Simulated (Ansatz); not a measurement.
BrH$_{5}$OSi$_{2}$ (`[SiH3]O[SiH2]Br`). The species carries charge 0 and has multiplicity 1.

```json
{"atom": "Si1", "x (Å)": "-0.417", "y (Å)": "1.418", "z (Å)": "0.545"}
{"atom": "O2", "x (Å)": "0.568", "y (Å)": "0.169", "z (Å)": "0.125"}
{"atom": "Si3", "x (Å)": "0.633", "y (Å)": "-1.352", "z (Å)": "-0.425"}
{"atom": "Br4", "x (Å)": "-1.125", "y (Å)": "-1.779", "z (Å)": "-1.715"}
{"atom": "H5", "x (Å)": "-1.375", "y (Å)": "0.977", "z (Å)": "1.590"}
{"atom": "H6", "x (Å)": "-1.162", "y (Å)": "1.897", "z (Å)": "-0.645"}
{"atom": "H7", "x (Å)": "0.446", "y (Å)": "2.499", "z (Å)": "1.075"}
{"atom": "H8", "x (Å)": "1.847", "y (Å)": "-1.518", "z (Å)": "-1.249"}
{"atom": "H9", "x (Å)": "0.587", "y (Å)": "-2.311", "z (Å)": "0.700"}
```

(1) What are the harmonic wavenumbers in cm⁻¹ at PBE0-D4/def2-TZVP (Ansatz, finite differences of forces, unscaled)? (An estimate is asked.)

(2) Is this a minimum?

(3) Give the ideal-gas thermochemistry at 298.15 K and 1 bar (rigid rotor, harmonic oscillator; point group C1, symmetry number 1).

(4) Rotational constants (cm⁻¹)?

Answers

(1) Computed: 22, 49, 64, 242, 425, 601, 617, 719, 729, 742, 879, 954, 954, 958, 989, 1131, 2234, 2244, 2252, 2259, 2273.

(2) Yes, all 21 modes are real.

(3) Zero-point energy 127.6 kJ/mol; H(298) − E = 148.5 kJ/mol; entropy 376.6 J/(mol·K), of which translation 171.9, rotation 118.3, vibration 86.4; G(298) − E = 36.2 kJ/mol. Modes under 100 cm⁻¹ are hindered rotations or soft bends, so the harmonic entropy is rough.

(4) 0.1798, 0.04052, 0.03393.
